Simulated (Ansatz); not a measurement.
Calculated with Ansatz (gas phase, PBE0-D4/def2-TZVP geometries, no zero-point term in ΔE). CCSD(T)/CBS is the MP2 limit (def2-TZVPP, def2-QZVPP) plus CCSD(T) − MP2 in def2-TZVPP, frozen cores. This one scheme is used for every species, atoms too. Functionals use def2-TZVPP. B3LYP here is the variant with VWN-RPA as its local correlation; programs differ in this. Open shells (•) are unrestricted, without spin–orbit coupling. Spin–orbit coupling would lower the free atoms: a little for C, Cl, Si. One conformer a species, not always the lowest.

`C=C[SiH](Cl)/C=C\[SiH](Cl)Cl` → 4 C• + 3 Cl• + 7 H• + 2 Si•  (atomization)

`C=C[SiH](Cl)/C=C\[SiH](Cl)Cl`:

Z-matrix (Å, degrees):
```
Si
C 1 1.852
C 1 1.868 2 111.9
Cl 1 2.065 2 108.8 3 122.2
H 1 1.483 2 111.4 3 -121.6
C 2 1.331 1 123.6 3 9.8
H 2 1.089 1 117.8 3 -171.4
C 3 1.337 1 127.8 2 60.3
H 3 1.091 1 115.0 2 -119.1
H 6 1.086 2 121.9 1 178.9
H 6 1.086 2 122.0 1 -1.3
Si 8 1.853 3 127.2 1 1.1
H 8 1.091 3 118.4 1 -179.5
Cl 12 2.050 8 107.9 3 -118.2
Cl 12 2.045 8 108.1 3 124.8
H 12 1.470 8 115.1 3 2.9
```

```
                       species  B3LYP energy (Eh)
`C=C[SiH](Cl)/C=C\[SiH](Cl)Cl`        -2116.55475
                            C•          -37.85948
                           Cl•         -460.16701
                            H•           -0.50215
                           Si•         -289.39209
```

(1) Work out ΔE.

Largest T1 diagnostic among the species: 0.012.

Answers

(1) ΔE = 7 × (-0.50215) + 4 × (-37.85948) + 3 × (-460.16701) + 2 × (-289.39209) − (-2116.55475) = 2.31657 Eh = +63.04 eV. CCSD(T)/CBS gives +64.35 eV.

From PBE to PBE0 (25 % exact exchange), in def2-TZVPP and without D4, ΔE moves by −0.76 eV: exact exchange takes away binding that semilocal exchange gives to molecules. At CCSD(T), def2-SVP lies −3.86 eV from the extrapolated value and def2-TZVPP −1.80 eV: correlation converges slowly with the basis, and small sets miss more of it in the bonded molecule than in its fragments.

For atomizations the MP2-based limit and the directly extrapolated one differ by several kJ/mol either way, and by 10 to 25 for some Ge, Se and Sn compounds, so smaller differences from it don't rank the levels.
